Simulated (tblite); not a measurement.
C7H15OP.
Geometry (GFN2-xTB, Å), atoms numbered from 1 in this order:
```xyz
24
C7H15OP angstrom
C      2.9752    0.0127    0.1249
C      1.5272   -0.0609    0.5836
C      0.6903   -1.1280   -0.1171
C     -0.7845   -0.7542    0.0675
C     -1.7104   -1.7040   -0.6822
C     -0.9308    0.7041   -0.3982
C     -2.1752    1.4121    0.1106
P      0.5929    1.5035    0.2881
O      0.4244    2.3846    1.4453
H      3.4755    0.8509    0.6082
H      3.0295    0.1550   -0.9531
H      3.5072   -0.9024    0.3802
H      1.4932   -0.2130    1.6701
H      0.9278   -1.1375   -1.1838
H      0.8976   -2.1216    0.2839
H     -1.0173   -0.7949    1.1387
H     -1.5050   -1.6721   -1.7507
H     -1.5673   -2.7252   -0.3357
H     -2.7514   -1.4345   -0.5240
H     -0.9005    0.7324   -1.4921
H     -2.2048    2.4329   -0.2663
H     -2.1538    1.4587    1.1979
H     -3.0817    0.9000   -0.2061
H      1.2300    2.1212   -0.7937
```

Method: GFN2-xTB as coded in tblite; computed harmonic values from a numerical Hessian at the method's own geometry, unscaled. The method is semi-empirical: single wavenumbers can be off by several per cent or more. Modes of hydrogen on phosphorus can be 10 to 20 % off. One conformer, not necessarily the lowest.

Harmonic wavenumbers (cm⁻¹): 26.8, 124.8, 156.3, 189.9, 192.5, 209.6, 219.2, 255.9, 261.2, 314.4, 351.1, 420.2, 442.0, 473.9, 522.3, 666.5, 715.3, 816.4, 851.2, 905.7, 940.6, 947.8, 962.4, 983.1, 1008.0, 1020.7, 1049.8, 1091.2, 1110.9, 1122.3, 1144.2, 1164.9, 1180.0, 1210.2, 1243.6, 1254.6, 1269.4, 1287.8, 1304.6, 1331.3, 1342.3, 1406.8, 1407.6, 1416.0, 1483.2, 1486.6, 1491.5, 1492.6, 1494.4, 1498.8, 1504.1, 2233.4, 2900.2, 2916.7, 2921.7, 2965.0, 2983.9, 3016.1, 3017.7, 3020.7, 3024.6, 3025.1, 3026.3, 3032.1, 3033.6, 3045.4.

A = 1729, B = 1317, C = 820.6 MHz; mass 146.086 u (most abundant isotopes); point group C1, symmetry number 1.

Problem. What is the zero-point energy?

Solution. Half the sum of the wavenumbers: 45464 cm⁻¹ = 129.99 kcal/mol.

Problem. Entropy at 298.15 K, 1 bar (ideal gas, RRHO, classical rotation)?

Solution. Translation 40.87, rotation 29.53, vibration 31.54: S = 101.9 cal/(mol K).

Problem. And Cp and H(298.15 K) − H(0)?

Solution. Cp = 42.90 cal/(mol K), of which vibrations give 34.95 (their classical limit is 66 R = 131.2); H(298.15 K) − H(0) = 7.48 kcal/mol without the zero-point energy, 5.11 from vibrations.

Problem. Which modes carry the vibrational entropy at 298.15 K?

Solution. 26.8 cm⁻¹: 6.05; 124.8 cm⁻¹: 3.02; 156.3 cm⁻¹: 2.59; 189.9 cm⁻¹: 2.23; 192.5 cm⁻¹: 2.20; 209.6 cm⁻¹: 2.05 cal/(mol K); the other 60 give 13.39 together.

Problem. Blend soft modes into free rotors: weight 1/[1 + (100 cm⁻¹/ν̃)⁴] for the oscillator and the rest for a rotor with moment μB/(μ + B), μ = h/(8π²ν), B = 10⁻⁴⁴ kg m². What vibrational entropy results?

Solution. 29.55 cal/(mol K) in place of 31.54, which changes −T·S at 298.15 K by +0.59 kcal/mol.

Problem. What must be added to the electronic energy to get the Gibbs energy at 298.15 K and 1 bar?

Solution. ZPE + [H(298.15 K) − H(0)] − T·S = 129.99 + 7.48 − 30.40 = 107.07 kcal/mol.

Problem. How do the functions run with temperature in this model?

Solution. 
| T (K) | S (cal/(mol K)) | Cp (cal/(mol K)) | H − H(0) (kcal/mol) | G − H(0) (kcal/mol) | ln q(vib) |
| --- | --- | --- | --- | --- | --- |
| 50 | 59.3 | 12.0 | 0.49 | -2.48 | 0.67 |
| 100 | 70.0 | 19.5 | 1.28 | -5.72 | 1.73 |
| 373.15 | 112.6 | 52.2 | 11.05 | -30.96 | 9.43 |
| 500 | 129.9 | 66.7 | 18.62 | -46.35 | 13.16 |
| 750 | 161.3 | 87.7 | 38.10 | -82.84 | 20.46 |
| 1000 | 188.5 | 101.6 | 61.86 | -126.64 | 27.46 |

q(vib) and H(0) count from the zero-point level.

Hindered rotation and anharmonicity are outside this model. Other conformers, if any are populated, would add a mixing term that is left out. The structure is chiral; the term R ln 2 for an equal mix with its mirror image is left out.
